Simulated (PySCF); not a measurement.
GaHBr2, SMILES [GaH]([Br])[Br]. The structure is a stationary point at PBE-D3(BJ)/def2-SVP. The structure was generated by enumeration; whether it is a known compound was not checked.

Computed equilibrium geometry at PBE-D3(BJ)/def2-SVP (PySCF confirms it by a frequency run) as bond lengths and angles, and its point group:
point group C2v.
Atoms: Ga1 H2 Br3 Br4. Bonds (Å): Ga1–H2 1.562, Ga1–Br3 2.296, Ga1–Br4 2.296. Bond angles (°): H2–Ga1–Br3 121.8, H2–Ga1–Br4 121.8, Br3–Ga1–Br4 116.3.
